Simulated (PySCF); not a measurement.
Predicted microwave data (CAM-B3LYP/def2-SVPD in PySCF (dipole) on a GFN2-xTB geometry, gas phase) for one isomer of C6H7F:

| Property | Result |
| --- | --- |
| Rotational constants | A = 4011, B = 2132, C = 1416 MHz |
| Dipole components | \|μa\| = 0.80 D, \|μb\| = 1.96 D, \|μc\| = 0.00 D |
| Inertial defect | -6.24 u·Å² |
| κ | -0.45 |

Question: Which candidate fits, each taken in the one conformer that was computed?
A. `[CH2:1]=[C:2]=[C:3]([CH3:4])[C:5](=[CH2:6])[F:7]` with C2–C3–C5–C6 180°
B. `F[C@@]12CC=C[C@@H]1C2`
C. `[CH2:1]=[C:2]1[C:3]([F:4])=[C:5]1[CH2:6][CH3:7]` with C3–C5–C6–C7 118°
D. `C#CC(F)=C(C)C`

Answer: D. It is C#CC(F)=C(C)C, an asymmetric top, point group Cs. The candidates at the same level (rigid rotor, commonest isotopes):

```tsv
SMILES	A (MHz)	B (MHz)	C (MHz)	μa (D)	μb (D)	μc (D)	Δ (u·Å²)	point group	rotor
C=C=C(C)C(=C)F	3834	2237	1439	0.42	1.71	0.00	-6.54	Cs	asymmetric top
C=C1C(F)=C1CC	3438	1919	1323	2.30	0.89	0.36	-28.24	C1	asymmetric top
F[C@@]12CC=C[C@@H]1C2	4777	2810	2199	1.51	0.42	0.62	-55.81	C1	asymmetric top
C#CC(F)=C(C)C	4011	2132	1416	0.80	1.96	0.00	-6.24	Cs	asymmetric top
```

`F[C@@]12CC=C[C@@H]1C2` has C 55 % too high; `C=C1C(F)=C1CC` has A 14 % too low; `C=C=C(C)C(=C)F` has B 5 % too high. In the right answer the mirror of this Cs structure is the ab plane, so μc vanishes by symmetry (the 0.01 D computed is a residue). No structure here is proved a minimum.
